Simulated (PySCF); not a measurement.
B3LYP has the VWN-RPA correlation part, as in Gaussian. 

[Ta(CH3)5] (charge 0, multiplicity 1)

Level of theory: PySCF with B3LYP-D3(BJ)/def2-TZVP // PBE-D3(BJ)/def2-SVP.

```json
{
 "HOMO": "-6.96 eV",
 "dipole_moment": "1.32 D",
 "HOMO–LUMO gap": "5.20 eV",
 "LUMO": "-1.76 eV",
 "charge on the central atom (Mulliken)": "1.30 e",
 "total_energy": "-256.6888 Ha",
 "cost": "roughly 7 core-minutes"
}
```

```xyz
21

Ta    -0.2216    -0.0762    -0.0510
C     -0.1915     1.4563     1.5068
H     -0.8298     2.3057     1.1740
H      0.8107     1.8588     1.7606
H     -0.6419     1.0402     2.4352
C      0.3749     1.6263    -1.2851
H      0.3176     1.3308    -2.3565
H      1.3942     2.0185    -1.0900
H     -0.3505     2.4551    -1.1249
C      0.7348    -1.2444     1.5289
H      0.7659    -2.3112     1.2127
H      0.1094    -1.1835     2.4476
H      1.7666    -0.9351     1.7948
C     -2.2161    -0.7722    -0.4878
H     -2.2116    -1.8351    -0.8218
H     -2.6913    -0.1707    -1.2963
H     -2.8751    -0.7062     0.4081
C      1.2978    -1.0738    -1.2645
H      1.2539    -2.1695    -1.0763
H      2.3410    -0.7364    -1.0949
H      1.0518    -0.9061    -2.3375
```
Charge 0, spin multiplicity 1.
